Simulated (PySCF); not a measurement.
C$_{2}$H$_{5}$O (SMILES [CH2]OC), doublet, geometry from GFN2-xTB; M062X/6-31G in PySCF.

PySCF was given this input:
```python
from pyscf import gto, scf, dft

mol = gto.Mole()
mol.atom = '''
    C     0.03125258    1.18191608   -0.33854728
    O     0.24457802    0.10933479    0.47247031
    C    -0.15594763   -1.13288175   -0.04057529
    H     0.25141382    2.12178844    0.12572380
    H    -0.68830879    1.10700708   -1.13482660
    H     0.02617298   -1.87049463    0.73935228
    H    -1.22049242   -1.13034851   -0.30195112
    H     0.42276052   -1.39683663   -0.93332548
'''
mol.basis = '6-31g'
mol.spin = 1
mol.verbose = 4
mol.build()

mf = dft.UKS(mol)
mf.xc = 'm062x'
mf.kernel()
mf.analyze()
```

### Question
Write the output that PySCF gives for this input, abridged.

### Answer

```
PySCF version 2.14.0

[INPUT] verbose = 4
[INPUT] num. atoms = 8
[INPUT] num. electrons = 25
[INPUT] charge = 0
[INPUT] spin (= nelec alpha-beta = 2S) = 1
[INPUT] symmetry False subgroup None
[INPUT] Mole.unit = angstrom
[INPUT] Symbol           X                Y                Z      unit          X                Y                Z       unit  Magmom
[INPUT]  1 C      0.031252580000   1.181916080000  -0.338547280000 AA    0.059058816886   2.233497693420  -0.639761639416 Bohr   0.0
[INPUT]  2 O      0.244578020000   0.109334790000   0.472470310000 AA    0.462185473888   0.206612808987   0.892839487888 Bohr   0.0
[INPUT]  3 C     -0.155947630000  -1.132881750000  -0.040575290000 AA   -0.294698310475  -2.140836239018  -0.076676185525 Bohr   0.0
[INPUT]  4 H      0.251413820000   2.121788440000   0.125723800000 AA    0.475103263731   4.009599045868   0.237583549340 Bohr   0.0
[INPUT]  5 H     -0.688308790000   1.107007080000  -1.134826600000 AA   -1.300715102231   2.091940199154  -2.144511472871 Bohr   0.0
[INPUT]  6 H      0.026172980000  -1.870494630000   0.739352280000 AA    0.049459764064  -3.534722568170   1.397173318773 Bohr   0.0
[INPUT]  7 H     -1.220492420000  -1.130348510000  -0.301951120000 AA   -2.306396410908  -2.136049109210  -0.570604919806 Bohr   0.0
[INPUT]  8 H      0.422760520000  -1.396836630000  -0.933325480000 AA    0.798901599079  -2.639638671460  -1.763729542278 Bohr   0.0

nuclear repulsion = 77.5474099445568
number of shells = 25
number of NR pGTOs = 86
number of NR cGTOs = 37
basis = 6-31g
ecp = {}

******** <class 'pyscf.dft.uks.UKS'> ********
method = UKS
initial guess = minao
damping factor = 0
level_shift factor = 0
DIIS = <class 'pyscf.scf.diis.CDIIS'>
diis_start_cycle = 1
diis_space = 8
diis_damp = 0
SCF conv_tol = 1e-09
SCF conv_tol_grad = None
SCF max_cycles = 50
direct_scf = True
direct_scf_tol = 1e-13
number electrons alpha = 13  beta = 12
XC library pyscf.dft.libxc version 7.1.2
    S. Lehtola, C. Steigemann, M. J. T. Oliveira, and M. A. L. Marques,  SoftwareX 7, 1–5 (2018)
XC functionals = m062x
    Y. Zhao and D. G. Truhlar,  Theor. Chem. Acc. 120, 215 (2008)
    Y. Zhao and D. G. Truhlar,  Theor. Chem. Acc. 120, 215 (2008)
radial grids:
    Treutler-Ahlrichs [JCP 102, 346 (1995); DOI:10.1063/1.469408] (M4) radial grids

becke partition: Becke, JCP 88, 2547 (1988); DOI:10.1063/1.454033
pruning grids: <function nwchem_prune>
grids dens level: 3
symmetrized grids: False
atomic radii adjust function: <function treutler_atomic_radii_adjust>
small_rho_cutoff = 0
Set gradient conv threshold to 3.16228e-05
tot grids = 91360
init E= -154.539174846546

cycle= 1 E= -154.198584645778  delta_E= 0.341  |g|= 0.257  |ddm|= 1.73
cycle= 2 E= -154.192355027738  delta_E= 0.00623  |g|= 0.316  |ddm|= 0.423
cycle= 3 E= -154.229234609193  delta_E= -0.0369  |g|= 0.0192  |ddm|= 0.23
cycle= 4 E= -154.229502172361  delta_E= -0.000268  |g|= 0.00732  |ddm|= 0.0311
cycle= 5 E= -154.229541391586  delta_E= -3.92e-05  |g|= 0.00323  |ddm|= 0.0093
cycle= 6 E= -154.229552551919  delta_E= -1.12e-05  |g|= 0.000765  |ddm|= 0.00638
cycle= 7 E= -154.22955365867  delta_E= -1.11e-06  |g|= 0.000353  |ddm|= 0.00212
cycle= 8 E= -154.229553810828  delta_E= -1.52e-07  |g|= 0.000142  |ddm|= 0.000728
cycle= 9 E= -154.229553841599  delta_E= -3.08e-08  |g|= 3.19e-05  |ddm|= 0.000365
cycle= 10 E= -154.229553843818  delta_E= -2.22e-09  |g|= 6.11e-06  |ddm|= 0.000103
cycle= 11 E= -154.229553843891  delta_E= -7.31e-11  |g|= 1.18e-06  |ddm|= 2.04e-05
Extra cycle  E= -154.229553843892  delta_E= -1.51e-12  |g|= 1.04e-06  |ddm|= 2.73e-06
converged SCF energy = -154.229553843892  <S^2> = 0.75372854  2S+1 = 2.0037251
**** SCF Summaries ****
Total Energy =                        -154.229553843892262
Nuclear Repulsion Energy =              77.547409944556762
One-electron Energy =                 -361.956164791798130
Two-electron Energy =                  130.179201003349107
Two-electron Coulomb Energy =          151.383388928996595
DFT Exchange-Correlation Energy =      -21.204187925647481
**** MO energy ****
                             alpha | beta                alpha | beta
MO #1   energy= -19.667495172039   | -19.6627706467275  occ= 1 | 1
MO #2   energy= -10.5938645318545  | -10.5939925017784  occ= 1 | 1
MO #3   energy= -10.5785550665752  | -10.5709267860469  occ= 1 | 1
MO #4   energy= -1.19979125020796  | -1.1845829917334   occ= 1 | 1
MO #5   energy= -0.831312236918639 | -0.819867289849896 occ= 1 | 1
MO #6   energy= -0.717427574516923 | -0.694195364005976 occ= 1 | 1
MO #7   energy= -0.571851254639883 | -0.561743506392838 occ= 1 | 1
MO #8   energy= -0.564552228750732 | -0.554019982056655 occ= 1 | 1
MO #9   energy= -0.54900581507564  | -0.53050294179351  occ= 1 | 1
MO #10  energy= -0.461892070154326 | -0.455241978949131 occ= 1 | 1
MO #11  energy= -0.414275875434933 | -0.391345184281198 occ= 1 | 1
MO #12  energy= -0.3953248526911   | -0.371568034934806 occ= 1 | 1
MO #13  energy= -0.224834800088058 | 0.0235499831172663 occ= 1 | 0
MO #14  energy= 0.142675632495719  | 0.145233851408464  occ= 0 | 0
MO #15  energy= 0.183011805947047  | 0.188221750282984  occ= 0 | 0
MO #16  energy= 0.189212166542942  | 0.192790515243743  occ= 0 | 0
MO #17  energy= 0.20907753877043   | 0.21196280528363   occ= 0 | 0
MO #18  energy= 0.219336957592836  | 0.222381073191628  occ= 0 | 0
MO #19  energy= 0.239004029338059  | 0.247771210454431  occ= 0 | 0
MO #20  energy= 0.315155898808501  | 0.322233391645943  occ= 0 | 0
MO #21  energy= 0.573287575538791  | 0.595009455391626  occ= 0 | 0

To work with the spin densities directly, `use mulliken_meta_spin()` only printing them here.

 ** Mulliken spin pop alpha/beta on meta-lowdin orthogonal AOs **
 ** Mulliken Spin Density (per AO)  **
spin_pop of  0 C 1s        0.00000
spin_pop of  0 C 2s        0.05498
spin_pop of  0 C 3s        0.00041
spin_pop of  0 C 2px       0.54762
spin_pop of  0 C 2py       0.02959
spin_pop of  0 C 2pz       0.25239
spin_pop of  0 C 3px       0.00450
spin_pop of  0 C 3py       0.00047
spin_pop of  0 C 3pz       0.00269
spin_pop of  1 O 1s       -0.00000
spin_pop of  1 O 2s        0.00410
spin_pop of  1 O 3s        0.00013
spin_pop of  1 O 2px       0.11592
spin_pop of  1 O 2py      -0.00351
spin_pop of  1 O 2pz       0.03401
spin_pop of  1 O 3px       0.00069
spin_pop of  1 O 3py       0.00023
spin_pop of  1 O 3pz       0.00020
spin_pop of  2 C 1s       -0.00000
spin_pop of  2 C 2s       -0.00115
spin_pop of  2 C 3s        0.00003
spin_pop of  2 C 2px      -0.00212
spin_pop of  2 C 2py      -0.00464
spin_pop of  2 C 2pz      -0.00121
spin_pop of  2 C 3px       0.00033
spin_pop of  2 C 3py       0.00020
spin_pop of  2 C 3pz      -0.00004
spin_pop of  3 H 1s       -0.02903
spin_pop of  3 H 2s        0.00062
spin_pop of  4 H 1s       -0.02647
spin_pop of  4 H 2s        0.00041
spin_pop of  5 H 1s       -0.00072
spin_pop of  5 H 2s        0.00001
spin_pop of  6 H 1s        0.00790
spin_pop of  6 H 2s        0.00027
spin_pop of  7 H 1s        0.01061
spin_pop of  7 H 2s        0.00057
 ** Mulliken Spin Density (per atom)  **
spin density of  0 C =      0.89265
spin density of  1 O =      0.15178
spin density of  2 C =     -0.00859
spin density of  3 H =     -0.02841
spin density of  4 H =     -0.02607
spin density of  5 H =     -0.00071
spin density of  6 H =      0.00817
spin density of  7 H =      0.01118
 ** Mulliken pop alpha/beta on meta-lowdin orthogonal AOs **
 ** Mulliken pop       alpha | beta **
pop of  0 C 1s        0.99997 | 0.99997
pop of  0 C 2s        0.55077 | 0.49579
pop of  0 C 3s        0.00339 | 0.00298
pop of  0 C 2px       0.83503 | 0.28741
pop of  0 C 2py       0.47732 | 0.44773
pop of  0 C 2pz       0.63764 | 0.38524
pop of  0 C 3px       0.00621 | 0.00170
pop of  0 C 3py       0.00495 | 0.00448
pop of  0 C 3pz       0.00753 | 0.00484
pop of  1 O 1s        0.99999 | 0.99999
pop of  1 O 2s        0.79948 | 0.79538
pop of  1 O 3s        0.00179 | 0.00166
pop of  1 O 2px       0.94440 | 0.82847
pop of  1 O 2py       0.61910 | 0.62262
pop of  1 O 2pz       0.85355 | 0.81954
pop of  1 O 3px       0.00231 | 0.00162
pop of  1 O 3py       0.00268 | 0.00245
pop of  1 O 3pz       0.00164 | 0.00143
pop of  2 C 1s        0.99997 | 0.99997
pop of  2 C 2s        0.50313 | 0.50428
pop of  2 C 3s        0.00182 | 0.00179
pop of  2 C 2px       0.55607 | 0.55819
pop of  2 C 2py       0.43113 | 0.43578
pop of  2 C 2pz       0.55468 | 0.55589
pop of  2 C 3px       0.00324 | 0.00291
pop of  2 C 3py       0.00446 | 0.00426
pop of  2 C 3pz       0.00313 | 0.00317
pop of  3 H 1s        0.41656 | 0.44559
pop of  3 H 2s        0.00527 | 0.00465
pop of  4 H 1s        0.43072 | 0.45720
pop of  4 H 2s        0.00445 | 0.00405
pop of  5 H 1s        0.42897 | 0.42969
pop of  5 H 2s        0.00464 | 0.00464
pop of  6 H 1s        0.44831 | 0.44041
pop of  6 H 2s        0.00423 | 0.00396
pop of  7 H 1s        0.44677 | 0.43616
pop of  7 H 2s        0.00467 | 0.00410
In total            13.00000 | 12.00000
 ** Mulliken atomic charges   ( Nelec_alpha | Nelec_beta ) **
charge of  0C =     -0.15297  (     3.52281      2.63016 )
charge of  1O =     -0.29811  (     4.22494      4.07317 )
charge of  2C =     -0.12385  (     3.05763      3.06622 )
charge of  3H =      0.12793  (     0.42183      0.45024 )
charge of  4H =      0.10357  (     0.43518      0.46125 )
charge of  5H =      0.13206  (     0.43361      0.43432 )
charge of  6H =      0.10308  (     0.45254      0.44438 )
charge of  7H =      0.10830  (     0.45144      0.44026 )
Dipole moment(X, Y, Z, Debye): -1.03575, -0.86452, -1.04725
```
